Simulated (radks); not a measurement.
Problem. Coherent X-ray form factor from a spherical all-electron density. Method: scalar-relativistic Kohn-Sham, PBE, spin-unpolarised, spherical densities, point nucleus; computed with a radial shooting solver on a logarithmic mesh with Libxc functionals.

| sin(theta)/lambda (1/angstrom) | f0 (electrons) |
|---|---|
| 0.05 | 32.933 |
| 0.1 | 32.736 |
| 0.15 | 32.411 |
| 0.2 | 31.968 |
| 0.25 | 31.417 |
| 0.3 | 30.771 |
| 0.4 | 29.248 |
| 0.5 | 27.521 |
| 0.6 | 25.704 |
| 0.8 | 22.152 |
| 1 | 19.025 |
| 1.25 | 15.802 |
| 1.5 | 13.166 |
| 2 | 9.186 |

The species is in the configuration that NIST lists as its ground one. Which atom or ion scatters so?

Solution. The lanthanum ion La24+, [Ar] 3d10 4s2 4p3. Extrapolating in s^2 from the first two rows gives f0(0) = 33.0, near the electron count 33; among species with that count, the fall with angle is slower the higher Z, and the table is that of Z = 57; from so few rows the species is fixed only to a neighbour or two.
